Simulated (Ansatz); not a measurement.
`C[Se]C(F)(F)F` + `OB(O)F` → `C[Se]B(O)O` + `FC(F)(F)F`  (formal exchange of groups at the Se–C bond)

Calculated with Ansatz (gas phase, PBE0-D4/def2-TZVP geometries, no zero-point term in ΔE). CCSD(T)/CBS is the MP2 limit (def2-TZVPP, def2-QZVPP) plus CCSD(T) − MP2 in def2-TZVPP, frozen cores. Functionals use def2-TZVPP. B3LYP here is the variant with VWN-RPA as its local correlation; programs differ in this. For Se outer-core shells are correlated without core-valence functions, which leaves a few kJ/mol of doubt a bond. Scalar relativity is left out up to krypton. Each species was taken in one conformer, which may not be the lowest.

```tsv
level	ΔE (kcal/mol)	difference from CCSD(T)/CBS
PBE-D4	15.4	-0.5
r2SCAN-D4	15.1	-0.8
PBE0-D4	13.9	-2.0
B3LYP-D4	17.2	1.3
ωB97M-V	15.9	0.0
PBE	15.4	-0.5
PBE0	14.0	-1.9
B3LYP	17.4	1.5
HF/def2-TZVPP	13.7	-2.2
SCS-MP2/def2-TZVPP	15.2	-0.7
CCSD/def2-TZVPP	14.7	-1.2
MP2/def2-QZVPP	15.3	-0.6
SCS-MP2/def2-QZVPP	16.0	0.1
HF/CBS(def2)	14.0	-1.9
MP2/CBS(def2)	15.8	-0.1
CCSD/CBS(def2)	15.9	0.0
CCSD(T)/CBS	15.9	0
```

Largest T1 diagnostic among the species: 0.012.

From PBE to PBE0 (25 % exact exchange), in def2-TZVPP and without D4, ΔE moves by −1.5 kcal/mol. In def2-TZVPP, CCSD(T) changes the Hartree–Fock value by +0.9 kcal/mol (the triples alone add −0.0 kcal/mol) and MP2 by +0.8 kcal/mol.
